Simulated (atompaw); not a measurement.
**Before and after: PAW (atompaw) potential for platinum (Pt)**

atompaw 4.2.0.5 input, output lines left out:

```
Pt 78
GGA-PBE scalarrelativistic loggrid 2001 logderivrange -10 5 376
6 6 5 4 0 0
6 0 0.5
6 1 0
5 2 9
0 0 0
c
c
c
c
v
v
c
c
c
v
v
c
c
v
c
2
1.70 1.55 1.10 1.50
n
n
y
1
n
custom rrkj vanderbiltortho besselshape
bessel
1.05
1.70
1.70
1.70
1.70
1.70
```

All-electron outer shells of the reference configuration (PBE, scalar-relativistic, ld1.x):

| shell | level (eV) | outermost node (bohr) | outermost maximum (bohr) |
| --- | --- | --- | --- |
| 4d | -310.77 | 0.20 | 0.42 |
| 5s | -105.78 | 0.49 | 0.87 |
| 4f | -74.01 | – | 0.38 |
| 5p | -60.01 | 0.53 | 0.98 |
| 5d | -10.08 | 0.57 | 1.26 |
| 6s | -9.16 | 1.14 | 2.35 |
| 6p | -3.59 | 1.36 | 3.30 |

Change: wave 5p (bound): rc 1.70 bohr becomes 5p (bound): rc 1.42 bohr.

Cutoffs: the cutoffs (Ry, on a coarse ladder) from which the occupation-weighted sum of valence levels, in a spherical-Bessel basis at the reference potential, stays within 10 and 1 mRy of its value at 400 Ry; they do not see the model core or the augmentation charge, which bear on the density cutoff.

Problem. What does the change do?

Solution. The potential gets harder (50 Ry and 110 Ry → 55 Ry and 120 Ry); neither file shows a bound ghost.

```csv
quantity,base,changed
"cutoff, loose",50 Ry,55 Ry
"cutoff, tight",110 Ry,120 Ry
loose cutoff by channel (10 mRy a level),"s 30 Ry, p 25 Ry, d 30 Ry","s 30 Ry, p 35 Ry, d 30 Ry"
bound ghosts,none,none
s: phases at 1.71 bohr within 0.05 rad from the reference energy up to (Ry; the scan ends near 5),to the end of the scan,to the end of the scan
p: phases at 1.71 bohr within 0.05 rad from the reference energy up to (Ry; the scan ends near 5),4.1,to the end of the scan
d: phases at 1.71 bohr within 0.05 rad from the reference energy up to (Ry; the scan ends near 5),to the end of the scan,to the end of the scan
lowest overlap eigenvalue by channel,"s 0.07, p 0.04, d 0.95","s 0.07, p 0.08, d 0.95"
```

 The cutoffs see the waves, projectors and local potential, not the compensation charge or the core.
